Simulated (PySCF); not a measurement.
# Ionisation energy of Nb by level of theory

Nb [Kr] 4d4 5s1 (6D) → Nb+ [Kr] 4d4 (5D), as a difference of total energies. Computed with PySCF 2.14 in x2c-SVPall, with scalar relativity by spin-free X2C-1e. Correlated levels: valence: [Kr] frozen. The calculations carry no spin-orbit coupling.

```tsv
method	ionisation energy (eV)	error (eV)
UHF	6.013	-0.763
TPSS	6.969	+0.193
MP2 (valence)	6.322	-0.454
SCS-MP2 (valence)	6.116	-0.660
```

Reference: 6.776 eV (measured; NIST levels, between the centres of gravity of the two terms).

Errors of the correlated levels include the incompleteness of this basis and the frozen core.
